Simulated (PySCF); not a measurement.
**Exercise with solution: dipole moment from atomic charges**

AlF2Br, SMILES [F][Al]([F])[Br]. Atoms are numbered in the order given.

```xyz
4

Al     0.0000     0.0000    -0.9493
F      0.0000    -1.4181    -1.7932
F      0.0000     1.4181    -1.7932
Br     0.0000     0.0000     1.2748
```

The structure is a stationary point at B3LYP-D3(BJ)/def2-SVP.

Charges (e) from ωB97X/def2-TZVPD in PySCF:

```
atom  ESP fit     IAO
----  -------  ------
Al1     1.043   1.409
F2     -0.400  -0.568
F3     -0.400  -0.568
Br4    -0.243  -0.274
```

The dipole moment of the full density is 0.76 D.

What dipole moment does each set of point charges give, and which comes closer to that of the density?


μ = Σ q r, and 1 e Å = 4.8032 D.
ESP fit: Σ q r = (0.000, 0.000, 0.135) e Å, |μ| = 0.65 D.
IAO: Σ q r = (0.000, 0.000, 0.350) e Å, |μ| = 1.68 D.
ESP fit comes closer in size. Point charges leave out the atoms' own dipoles (lone pairs, polarised bonds); fits to the potential absorb them, partitions of the density don't.
